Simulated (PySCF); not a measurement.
Molecule: `FC1C[SiH2]C1`, C₃H₇FSi.

Cartesian coordinates in Å; atom numbers follow the order of the lines, from 1:
```xyz
12

F     1.035   -1.968    0.262
C     0.344   -0.820    0.591
C    -0.962   -0.663   -0.198
Si   -0.543    1.169   -0.554
C     1.079    0.458    0.168
H     0.180   -0.873    1.672
H    -0.936   -1.294   -1.085
H    -1.855   -0.921    0.365
H    -1.228    2.126    0.313
H    -0.526    1.597   -1.950
H     1.590    0.968    0.980
H     1.823    0.221   -0.591
```

Frames of a GFN2-xTB Langevin trajectory at 200 K; GIAO PBE0/pcSseg-1 shieldings in PySCF, gas phase, non-relativistic; equivalent atoms averaged within each frame.

Referencing at the same level of theory: CFCl3 for ¹⁹F (σ = 170.95 ppm); ¹³C (σ = 186.93 ppm), ²⁹Si (σ = 349.16 ppm), ¹H (σ = 31.72 ppm) vs TMS. The references are static minima.

How do the shifts (ppm) fluctuate along the trajectory?

Results:


```tsv
time (fs)	F1	C2	C3/C5	Si4	H6	H10	H9	H8/H11	H7/H12
250	-170.6	94.2	19.2	-47.6	5.48	5.39	4.96	2.19	1.32
425	-158.7	97.8	24.2	-40.9	5.41	5.86	4.39	1.84	2.74
625	-149.9	95.8	25.6	-63.5	5.34	4.11	5.03	1.83	2.11
800	-144.2	90.2	23.8	-62.0	4.87	4.52	4.28	2.72	2.57
1000	-139.3	95.0	25.1	-61.0	6.27	4.86	4.66	2.53	1.80
mean of frames	-152.5	94.6	23.6	-55.0	5.47	4.95	4.66	2.22	2.11
standard deviation	12.4	2.8	2.5	10.1	0.51	0.69	0.33	0.40	0.58
```

5 frames give an uncertainty of the mean of about the standard deviation over 2.2 at best, since frames this close in time may not be independent; classical motion lacks zero-point vibration, and the reference would need the same averaging.
